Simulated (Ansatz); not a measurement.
Reaction (SMILES): COBOC [dimethoxyborane] + H+ → COB[OH+]C
Structures are relaxed separately at B3LYP-D3(BJ)/def2-TZVP in Ansatz (an electronic-structure program), one conformer each, not searched for the lowest. Frequencies are from Ansatz.

Quantity: proton affinity (0 K, with B3LYP-D3(BJ) harmonic zero-point energies), positive where the reaction releases energy, in kJ/mol. Cores are frozen in the correlated levels unless marked. No spin-orbit coupling. No relativistic terms. Basis-set limits of correlation are two-point, X^-3; Hartree-Fock from the larger set. The bracket is a focal-point correction in the basis named.

```tsv
level	program	proton affinity (kJ/mol)	minus last row
HF/cc-pVTZ	Ansatz	787.5	24.5
PBE-D3(BJ)/def2-TZVPD	Ansatz + dftd3	756.3	-6.7
r2SCAN-D4/def2-TZVPD	Ansatz + dftd4	758.9	-4.1
B3LYP-D3(BJ)/def2-TZVPD	Ansatz + dftd3	765.6	2.6
PBE0/6-31G*	Ansatz	757.3	-5.7
HSE06/def2-TZVPD	Ansatz	760.3	-2.7
LC-wPBE/def2-TZVPD	Ansatz	762.8	-0.2
B2GP-PLYP-D3(BJ)/def2-TZVPD	Ansatz + dftd3	758.8	-4.2
CCSD(T)/cc-pwCVTZ	Ansatz	769.1	6.1
RI-MP2/CBS(cc-pVTZ,cc-pVQZ)+[CCSD(T)-MP2]/cc-pVTZ	Ansatz	763.0	0.0
```
